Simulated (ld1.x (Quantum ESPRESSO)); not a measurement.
**technetium, TM: configuration errors across variants**

ld1.x (Quantum ESPRESSO) 7.5 input, shortened:

```
&input
   title='Tc', zed=43., rel=2, dft='PW91', iswitch=3,
   config='[Kr] 4d5 5s1.5 5p0', rel_dist='average'
 /
 &inputp
   pseudotype=2, tm=.true., lloc=0,
   nlcc=.true., rcore=1.65
 /
3
5P  2  1   0.00   0.00  3.00  3.00  0.0
4D  3  2   5.00   0.00  1.65  1.65  0.0
5S  1  0   1.50   0.00  2.35  2.35  0.0
 &test
   configts(1)='4d5 5s1.5 5p0'
 /
```

Open shells are filled in proportion to 2j + 1 (rel_dist='average').

All-electron excitation energies from the reference (eV): (1) 4d5 5s2 5p0 -3.313; (2) 4d5 5s1 5p0 4.905; (3) 4d5 5s0 5p0 19.822; (4) 4d3 5s0 5p0 90.696; (5) 4d6 5s1 5p0 -4.245; (6) 4d4 5s2 5p0 8.381; (7) 4d5.5 5s1.5 5p0 -3.943.

5 further variants failed, have other tests or another functional or relativity, and are left out.

A true bound ghost makes a file unfit for plane-wave use even where its test errors are small: the radial tests pick states by their node count and pass the ghost by.

Errors AE − PS in meV (a dash: test not solved or not reliable):

| change | (1) | (2) | (3) | (4) | (5) | (6) | (7) | bound ghosts |
| --- | --- | --- | --- | --- | --- | --- | --- | --- |
| base | -1.1 | -1.9 | -29 | -990 | -98 | -146 | -23 | none |
| all radii but the core radius scaled by about 1.31 (s 3.08, p 3.92, d 2.16 bohr) | -0.8 | -1.6 | -29 | -1000 | -88 | -123 | -21 | none |
| wave 5s (bound): rc 2.35 bohr becomes 5s (bound): rc 3.20 bohr | -0.6 | -1.6 | -33 | -1116 | -85 | -116 | -19 | none |
| wave 5p (bound): rc 3.00 bohr becomes 5p (bound): rc 1.84 bohr | -1.1 | -1.9 | -29 | -990 | -98 | -146 | -23 | p3/2, p1/2 |
| wave 4d (bound): rc 1.65 bohr becomes 4d (bound): rc 1.26 bohr | -1.1 | -1.9 | -29 | -995 | -99 | -147 | -23 | none |
| core correction a·sin(br)/r model core inside 1.34 bohr | -1.2 | -2.0 | -30 | -1032 | -102 | -155 | -24 | none |

Give the same row for: core correction a·sin(br)/r model core inside 0.68 bohr.

-1.2, -2.0, -30, -1039, -102, -156, -24; bound ghosts: none.
